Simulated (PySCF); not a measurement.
CH₅ClGeO₂, SMILES [CH3][Ge]([OH])([OH])[Cl]. Geometry optimised at B3LYP-D3(BJ)/def2-SVP. The structure was generated by enumeration, and PubChem lists no compound with its InChIKey, so it may never have been made. One conformer was computed; it need not be the lowest.

Computed equilibrium geometry at B3LYP-D3(BJ)/def2-SVP (PySCF confirms it by a frequency run) as a Z-matrix (one conformer of several):
```
Ge
O 1 1.7693
H 2 0.9670 1 112.99
O 1 1.7774 2 109.11 3 45.60
H 4 0.9670 1 111.97 2 -115.03
C 1 1.9296 2 107.98 3 169.42
H 6 1.0984 1 109.76 2 166.76
H 6 1.0988 7 109.69 1 120.04
H 6 1.0995 7 109.65 8 120.26
Cl 1 2.1882 2 109.53 3 -68.92
```
Charge 0, spin multiplicity 1.
